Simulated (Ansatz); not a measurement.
An input meant for [ReH9]2- (ReH9²⁻) (charge -2, singlet; atoms displaced at random, 0.08 Å in each coordinate).

```yaml
crystal:
  periodic: [false, false, false]
  atoms:
    - {symbol: Re, position_ang: [0.001986, 0.037829, 0.194179]}
    - {symbol: H, position_ang: [0.950072, 1.404793, -0.033052]}
    - {symbol: H, position_ang: [-1.765414, -0.055013, 0.137404]}
    - {symbol: H, position_ang: [0.782796, -1.411744, 0.034773]}
    - {symbol: H, position_ang: [1.167793, -0.154923, 1.207970]}
    - {symbol: H, position_ang: [1.071408, -0.129203, -1.271195]}
    - {symbol: H, position_ang: [-0.547752, 0.951387, 1.266338]}
    - {symbol: H, position_ang: [-0.636770, 1.072996, -1.274600]}
    - {symbol: Xx, position_ang: [-0.543813, -1.013364, 1.235443]}
    - {symbol: H, position_ang: [-0.593069, -1.154216, -1.209176]}
basis:
  gaussian: {orbitals: def2-SVPD}
total_charge: -2
magnetization: {spin_polarized: true, initial_magnetization: 0}
hamiltonian: {xc: {name: LC-wPBE}}
output: {forces: true}
```

```sh
$ ansatz run in.yaml --threads 4 --pin off --events-out ev --progress --plain --max-ram 3916MiB
```

Task: Predict how Ansatz answers.

Result: The input was rejected before any iteration. An element symbol is wrong.
```
Error: YAML parse error: error: line 12 column 16: `Xx` is not an element symbol (H … Og, case-exact)
  --> <input>:12:16
   |
10 |     - {symbol: H, position_ang: [-0.547752, 0.951387, 1.266338]}
11 |     - {symbol: H, position_ang: [-0.636770, 1.072996, -1.274600]}
12 |     - {symbol: Xx, position_ang: [-0.543813, -1.013364, 1.235443]}
   |                ^ `Xx` is not an element symbol (H … Og, case-exact)
13 |     - {symbol: H, position_ang: [-0.593069, -1.154216, -1.209176]}
14 | basis:
   |
```
